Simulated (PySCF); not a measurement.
An unknown is described by computed data only.

Elements present: C, Ga, H and N. Monoisotopic mass: 201.0756 u.

- Dipole: 0.00 D by symmetry (numerical residue 0.01 D) [PBE0/pcSseg-1]
- 13C NMR: chemical shifts (computed TMS as zero) by class: 43.1 (6 C) ppm [GIAO PBE0/pcSseg-1]
- Rotational structure: rotational constants A, B, C: 1.029, 1.028, 0.557 GHz [PBE0-D3(BJ)/def2-SVP]
- 1H NMR: chemical shifts (computed TMS as zero) by class: 2.66 (18 H) ppm [GIAO PBE0/pcSseg-1]
- NMR, other nuclei: isotropic shieldings of nuclei other than C and H, by class: 232 (3 N), 1395 (1 Ga) ppm [GIAO PBE0/pcSseg-1]

Electronic properties: PySCF, gas phase, density fitting. Levels stand in brackets. Isolated species at its PBE0-D3(BJ)/def2-SVP geometry, gas phase. The calculation is non-relativistic and has no spin–orbit coupling, an omission that weighs most on gallium. NMR values are class means; diastereotopic atoms form classes of their own.

Problem. Which formula fits the mass and the elements?

Solution. C6H18GaN3 (calculated 201.0756). No other formula that holds each of these elements comes within 0.0003 u with a fitting electron parity and a possible valence count.

Problem. What is the compound? Reason from the data.

Solution. Numbering: `[CH3:1][N:2]([CH3:3])[Ga:4]([N:5]([CH3:6])[CH3:7])[N:8]([CH3:9])[CH3:10]`. 6 carbons fall into 1 class: N-methyl carbon [C1/C3/C6/C7/C9/C10] (43.1 ppm, 6 C). All hydrogens form one class (2.66 ppm): methyl hydrogen. The other shieldings belong to: 232 ppm, nitrogen bonded to 2 C and Ga [N2/N5/N8]; 1395 ppm, gallium bonded to 3 N [Ga4]. The vanishing dipole is forced by symmetry. The optimised geometry has point group D3 and is an oblate symmetric top (the spread among constants that symmetry makes equal is optimisation noise). Structure: `C[N](C)[Ga]([N](C)C)[N](C)C`. The assignments are read from this structure; whether some other isomer fits the data as well wasn't checked.

Conformer computed: `[CH3:1][N:2]([CH3:3])[Ga:4]([N:5]([CH3:6])[CH3:7])[N:8]([CH3:9])[CH3:10]`: C1–N2–Ga4–N5 153°, N2–Ga4–N5–C6 -27°, N2–Ga4–N8–C9 153°.
